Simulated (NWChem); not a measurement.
SrH₂SO; SMILES [OH][Sr][SH]

```xyz
5

Sr    -0.2809    -0.4480    -0.0002
O      0.6975    -2.3451    -0.0006
H      1.2683    -3.1147     0.0092
S      0.3018     2.2668    -0.0003
H     -1.0034     2.6308     0.0069
```
Atoms are numbered in this order, from 1.

Structure relaxed at the PBE0/def2-SVP level. Not confirmed as a minimum by frequencies. def2 effective core potentials on Sr; no spin-orbit coupling.

List the 4 lowest vertical singlet excitations from PBE/def2-SVPD with def2 effective core potentials on Sr, TDA (NWChem).


| state | energy (eV) | oscillator strength | leading excitation (squared amplitude) |
|---|---|---|---|
| S1 | 2.55 | 0.016 | HOMO → LUMO (1.00) |
| S2 | 3.03 | 0.039 | HOMO−1 → LUMO (0.98) |
| S3 | 3.75 | 0.008 | HOMO−3 → LUMO (0.96) |
| S4 | 3.76 | 0.024 | HOMO−2 → LUMO (0.96) |
